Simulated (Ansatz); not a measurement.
Reaction (ligand exchange at a Ge–N bond): `CC(C)[NH][Ge]([CH3])([CH3])[Cl]` + `C[Si](C)(C)O` → `C[Si](C)(C)[O][Ge]([CH3])([CH3])[Cl]` + `CC(C)N`

Calculated with Ansatz (gas phase, PBE0-D4/def2-TZVP geometries, no zero-point term in ΔE). CCSD(T)/CBS is the MP2 limit (def2-TZVPP, def2-QZVPP) plus CCSD(T) − MP2 in def2-TZVPP, frozen cores. Functionals use def2-TZVPP. For Ge outer-core shells are correlated without core-valence functions, which leaves a few kJ/mol of doubt a bond. Scalar relativity is left out up to krypton. One conformer a species, not always the lowest.

```tsv
level	ΔE (eV)
revPBE-D4	-0.37
BHLYP-D4	-0.50
ωB97X-V	-0.43
PBE	-0.35
r2SCANh	-0.42
CAM-B3LYP	-0.43
LC-ωPBE	-0.39
HF/def2-SVP	-0.52
```

**Question.** What does CCSD(T)/CBS give? (Estimate.)

**Answer.** The calculation gave: -0.40 eV. The listed levels differ from it by 0.03, -0.10, -0.03, 0.05, -0.02, -0.03, 0.01, -0.12 eV.

Largest T1 diagnostic among the species: 0.010.

In def2-TZVPP, CCSD(T) changes the Hartree–Fock value by +0.12 eV (the triples alone add +0.01 eV) and MP2 by +0.14 eV. Leaving LDA and LC-ωPBE aside and taking each functional with its dispersion term where it has one, the values spread over 0.13 eV, from BHLYP-D4 to revPBE-D4. LDA lies +0.04 eV from PBE without D4.
